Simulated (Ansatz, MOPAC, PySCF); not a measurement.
Dissociation curve of HF (cation, charge +1), doublet.

Levels: UKS-LDA (SVWN5)/6-31G* = unrestricted LDA (SVWN5)/6-31G*, spherical d (PySCF 2.14.0); AM1, unrestricted, heats of formation (MOPAC); UKS-B3LYP/6-31G* = unrestricted B3LYP/6-31G*, spherical d (PySCF); FCI = full CI/cc-pVDZ, frozen core (Ansatz, a program for electronic structure).

Energies relative to the lowest point of each curve near equilibrium, in mEh; the last columns give the difference from FCI:

```
R / Å  UKS-LDA (SVWN5)/6-31G*    AM1  UKS-B3LYP/6-31G*    FCI  UKS-LDA (SVWN5)/6-31G* − FCI  AM1 − FCI  UKS-B3LYP/6-31G* − FCI
-----  ----------------------  -----  ----------------  -----  ----------------------------  ---------  ----------------------
0.76                     90.2   13.0              84.9   75.0                          15.2      -62.0                     9.9
0.80                     59.4    4.3              55.1   46.8                          12.6      -42.4                     8.3
0.87                     25.1    0.0              22.3   16.8                           8.2      -16.8                     5.5
0.91                     13.5    1.7              11.5    7.6                           5.9       -5.8                     3.9
0.95                      6.1    5.5               4.7    2.4                           3.7        3.1                     2.3
0.97                      3.7    7.8               2.6    1.0                           2.7        6.9                     1.6
1.01                      0.8   13.3               0.3    0.0                           0.8       13.3                     0.3
1.05                      0.0   19.4               0.0    1.0                          -1.0       18.4                    -1.0
1.09                      0.8   25.7               1.3    3.5                          -2.6       22.2                    -2.2
1.11                      1.7   28.8               2.4    5.1                          -3.4       23.7                    -2.7
1.17                      5.8   38.2               7.1   11.3                          -5.5       26.9                    -4.2
1.27                     15.5   52.7              17.6   24.1                          -8.6       28.6                    -6.5
1.36                     25.5   64.4              28.2   36.5                         -11.0       27.9                    -8.3
1.53                     44.6   84.1              48.1   59.4                         -14.8       24.7                   -11.3
1.65                     56.9   96.7              60.8   73.9                         -16.9       22.8                   -13.1
1.82                     71.9  112.1              75.9   91.3                         -19.4       20.8                   -15.4
2.02                     85.6  125.6              89.6  107.1                         -21.5       18.5                   -17.5
2.19                     94.1  133.1              98.1  116.9                         -22.8       16.3                   -18.8
2.49                    103.7  140.3             107.9  128.0                         -24.2       12.4                   -20.1
2.70                    107.4  142.7             111.8  132.3                         -24.9       10.4                   -20.5
3.00                    109.9  144.4             114.9  135.8                         -25.9        8.6                   -20.9
3.47                    110.1  145.1             116.1  138.0                         -27.8        7.2                   -21.8
4.03                    108.1  145.4             115.1  138.9                         -30.7        6.5                   -23.7
```

UKS-LDA (SVWN5)/6-31G* is furthest from FCI at 4.03 (-30.7 mEh, below); its mean absolute difference over the points is 13.5 mEh.

AM1 is furthest from FCI at 0.76 (-62.0 mEh, below); its mean absolute difference over the points is 19.4 mEh.

UKS-B3LYP/6-31G* is furthest from FCI at 4.03 (-23.7 mEh, below); its mean absolute difference over the points is 10.4 mEh.

The unrestricted determinant behind UKS-LDA (SVWN5)/6-31G* is spin-contaminated at 2.49 to 4.03 Å (<S²> up to 1.0, against 0.75 for a pure doublet). The unrestricted determinant behind UKS-B3LYP/6-31G* is spin-contaminated at 2.19 to 4.03 Å (<S²> up to 1.0, against 0.75 for a pure doublet).
